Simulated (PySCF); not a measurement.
C7H9FSi, SMILES FC[SiH2]c1ccccc1 (GFN2-xTB optimised geometry):

```
18

F     -3.324    -2.945     0.370
C     -2.653    -1.739     0.305
Si    -0.790    -2.064    -0.012
C      0.132    -0.417     0.000
C     -0.519     0.815    -0.003
C      0.194     2.001    -0.005
C      1.578     1.978    -0.002
C      2.244     0.763     0.000
C      1.525    -0.417     0.000
H     -2.846    -1.233     1.255
H     -3.135    -1.170    -0.495
H     -0.298    -2.937     1.059
H     -0.660    -2.726    -1.316
H     -1.599     0.847    -0.003
H     -0.331     2.945    -0.007
H      2.136     2.903    -0.002
H      3.324     0.739     0.002
H      2.049    -1.362     0.001
```

Level of theory: PBE0/def2-SVP run with PySCF.

**Question.** What are the frontier orbital energies and the dipole moment?

**Answer.** HOMO-2 -8.29 eV, HOMO-1 -7.57 eV, HOMO -7.51 eV, LUMO -0.65 eV, LUMO+1 -0.31 eV; dipole moment 2.47 D.

Meta-Löwdin charges at PBE0/def2-SVP: F1 -0.31, C2 -0.12, Si3 0.60, C4 -0.22, C5 -0.10, C6 -0.11, C7 -0.10, C8 -0.10, C9 -0.09, H10 0.11, H11 0.11, H12 -0.10, H13 -0.10, H14 0.10, H15 0.11, H16 0.11, H17 0.11, H18 0.10.
